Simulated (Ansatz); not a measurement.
Ansatz (a quantum-chemistry and plane-wave program) input (wB97X-V/def2-TZVPD):

Ansatz 0.2 input:
```yaml
crystal:
  periodic: [false, false, false]
  atoms:
    - {symbol: C, position_ang: [1.76437922, -0.20800863, -0.67265119]}
    - {symbol: Ge, position_ang: [0.08948141, 0.04667904, 0.26048727]}
    - {symbol: C, position_ang: [-0.89707385, 1.58006591, -0.49577616]}
    - {symbol: C, position_ang: [-1.00921819, -1.57718287, 0.09795306]}
    - {symbol: H, position_ang: [2.67583085, 0.30505293, -0.38933528]}
    - {symbol: H, position_ang: [1.84691414, -0.85498338, -1.53885405]}
    - {symbol: H, position_ang: [0.39214563, 0.34106396, 1.74890095]}
    - {symbol: H, position_ang: [-1.12319246, 1.39606520, -1.54624930]}
    - {symbol: H, position_ang: [-1.83289680, 1.72465232, 0.04518539]}
    - {symbol: H, position_ang: [-0.30414356, 2.49108237, -0.42112275]}
    - {symbol: H, position_ang: [-0.50027674, -2.43271400, 0.54093379]}
    - {symbol: H, position_ang: [-1.96623711, -1.44080933, 0.60197769]}
    - {symbol: H, position_ang: [-1.20007213, -1.79238557, -0.95418358]}
basis:
  gaussian:
    orbitals: def2-TZVPD
hamiltonian:
  xc: {name: wB97X-V}
magnetization: {spin_polarized: true, initial_magnetization: 1}
output: {forces: true}
```

End of the output:

```
integrals: 0.26 GiB planned
1395 factors; their error is unknown
integrals: 0.30 GiB planned
538 factors; integrals over basis functions are off by at most 3.0e-6 eV
0.47 GiB of the device are held for the grids
2.16 GiB of device memory are held for the factors and their scratch space
mean field: 2.04 GiB planned
mean field evaluation 1: about -59764.3838 eV, gradient 3.6e1 eV
mean field evaluation 2: about -59767.0639 eV, gradient 2.8e1 eV
mean field evaluation 4: about -59769.8176 eV, gradient 1.2e0 eV
mean field evaluation 8: about -59769.8357 eV, gradient 4.3e-2 eV
mean field evaluation 16: about -59769.9605 eV, gradient 1.7e-4 eV
mean field -59769.96053343 eV, -2196.5055360693 hartree, gradient 3.2e-5 eV, S^2 0.753813; 0 other end points of the search recorded, 0 dependent functions left out
the calculation of the forces begins
reference -59769.96053118 eV, -2196.5055359864 hartree; 30, 29 occupied and 216, 217 virtual orbitals, 1395 factors
Total energy: -59769.96053118 eV, -2196.5055359864 hartree
Atom 0 at     1.764379    -0.208009    -0.672651 Å, force    -0.184044     0.023506     0.104374 eV/Å
Atom 1 at     0.089481     0.046679     0.260487 Å, force    -0.139248     0.014670    -0.091704 eV/Å
Atom 2 at    -0.897074     1.580066    -0.495776 Å, force     0.171431    -0.270295     0.132557 eV/Å
Atom 3 at    -1.009218    -1.577183     0.097953 Å, force     0.181417     0.260273     0.026338 eV/Å
Atom 4 at     2.675831     0.305053    -0.389335 Å, force     0.082226     0.043316     0.020010 eV/Å
Atom 5 at     1.846914    -0.854983    -1.538854 Å, force     0.014822    -0.057044    -0.077281 eV/Å
Atom 6 at     0.392146     0.341064     1.748901 Å, force    -0.008439    -0.017461    -0.054843 eV/Å
Atom 7 at    -1.123192     1.396065    -1.546249 Å, force    -0.025418    -0.007075    -0.090087 eV/Å
Atom 8 at    -1.832897     1.724652     0.045185 Å, force    -0.076416     0.020029     0.036211 eV/Å
Atom 9 at    -0.304144     2.491082    -0.421123 Å, force     0.043916     0.080704     0.004515 eV/Å
Atom 10 at    -0.500277    -2.432714     0.540934 Å, force     0.038416    -0.074626     0.036153 eV/Å
Atom 11 at    -1.966237    -1.440809     0.601978 Å, force    -0.078924     0.007438     0.039704 eV/Å
Atom 12 at    -1.200072    -1.792386    -0.954184 Å, force    -0.019740    -0.023435    -0.085947 eV/Å
Dipole moment:    -0.048818    -0.013304    -0.088066 e Å
```

It need not be the lowest isomer of its formula.
